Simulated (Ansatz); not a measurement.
`FCC(F)Cl` and `F[C@@H]([SiH3])[C@@H](F)Cl` differ in one atom or group.

Ansatz, PBE0-D4/def2-TZVP geometries, multiplicity 1. Each molecule was computed in one conformer, which needn't be the lowest.

| property | `FCC(F)Cl` |
| --- | --- |
| size of the dipole moment (B3LYP/def2-TZVPP) / D | 1.49 |
| HOMO–LUMO gap (PBE0/def2-TZVPP) / eV | 9.45 |
| HOMO–LUMO gap (PBE/def2-TZVPP) / eV | 6.79 |
| LUMO energy (B3LYP/def2-TZVPP) / eV | 0.03 |
| HOMO energy (PBE/def2-TZVPP) / eV | -7.59 |
| size of the dipole moment (PBE/def2-TZVPP) / D | 1.33 |

(1) Give the same properties after the change, and the shifts. (Estimate.)

## Answers

(1) The calculation gave: 
```tsv
property	`F[C@@H]([SiH3])[C@@H](F)Cl`	shift
size of the dipole moment (B3LYP/def2-TZVPP) / D	2.81	1.32
HOMO–LUMO gap (PBE0/def2-TZVPP) / eV	8.86	-0.59
HOMO–LUMO gap (PBE/def2-TZVPP) / eV	6.37	-0.42
LUMO energy (B3LYP/def2-TZVPP) / eV	-0.14	-0.17
HOMO energy (PBE/def2-TZVPP) / eV	-7.32	0.27
size of the dipole moment (PBE/def2-TZVPP) / D	2.59	1.26
```

With PBE0 the HOMO rises by 0.35 eV and the LUMO falls by 0.25 eV, so the gap narrows by about 0.60 eV. PBE moves the HOMO by 0.27 eV and ωB97M-V by 0.41 eV. Dipoles are sizes alone; their direction can turn.

B3LYP here is the variant with VWN-RPA as its local correlation; programs differ in this.
